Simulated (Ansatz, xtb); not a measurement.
## Ranking isomers of FGeH3P+

3 gas-phase structures of FGeH3P+, found in a search over its isomers (lower ones may exist). Each was relaxed with GFN2-xTB:

A. a singlet given by its coordinates
B. a singlet given by its coordinates
C. `F[PH2+][GeH]`, a singlet

A (Å):

```json
{"atom": "F", "x (Å)": "-1.8874", "y (Å)": "-0.3371", "z (Å)": "0.7096"}
{"atom": "Ge", "x (Å)": "-2.1888", "y (Å)": "-1.1084", "z (Å)": "-0.8308"}
{"atom": "P", "x (Å)": "0.0128", "y (Å)": "-0.0028", "z (Å)": "-1.7121"}
{"atom": "H", "x (Å)": "1.0961", "y (Å)": "-0.2984", "z (Å)": "-0.8938"}
{"atom": "H", "x (Å)": "-0.0075", "y (Å)": "1.3784", "z (Å)": "-1.5619"}
{"atom": "H", "x (Å)": "0.6008", "y (Å)": "-0.1129", "z (Å)": "-2.9610"}
```

Close contacts (Å): F1–Ge2 1.75, Ge2–P3 2.62, P3–H4 1.39, P3–H5 1.39, P3–H6 1.38.

B (Å):

```xyz
6

F    -1.5249   -1.2204    0.1341
Ge   -0.1628   -0.5698   -0.7145
P    -0.7575    1.6858   -0.9303
H     0.5831    2.1409   -0.9444
H    -0.8586    1.7218    0.4891
H     0.5981   -1.9407   -0.8726
```

Close contacts (Å): F1–Ge2 1.73, Ge2–P3 2.34, Ge2–H6 1.58, P3–H4 1.42, P3–H5 1.42.

**Question.** Estimate their order in r2SCAN-D4/def2-SVP energy at these geometries, lowest first.

**Answer.** Calculated order at r2SCAN-D4/def2-SVP: A (0.0), B (25.1), C (40.2) kcal/mol.

Energies above the lowest of each column, in kcal/mol; the last columns are at B3LYP-D3(BJ)/6-311G** geometries and were run for some of them only (a dash: not run or not comparable):

```csv
structure,GFN2-xTB,HF/STO-3G,r2SCAN-D4/def2-SVP,B3LYP-D3(BJ)/6-311G**,CCSD(T)/def2-TZVPP
A,0.0,0.0,0.0,0.0,0.0
B,26.4,21.2,25.1,25.3,17.6
C,26.6,51.6,40.2,–,–
```

Every level run on A puts it lowest or level with the lowest. Some further structures that were screened fall inside this span and aren't listed. Flexible structures stand in one conformer each, not always the lowest. Frequencies (B3LYP-D3(BJ)/6-311G**) were run for A, B alone.

Programs: Ansatz 0.2.0, xtb 6.7.1 (Pople sets with spherical d functions).
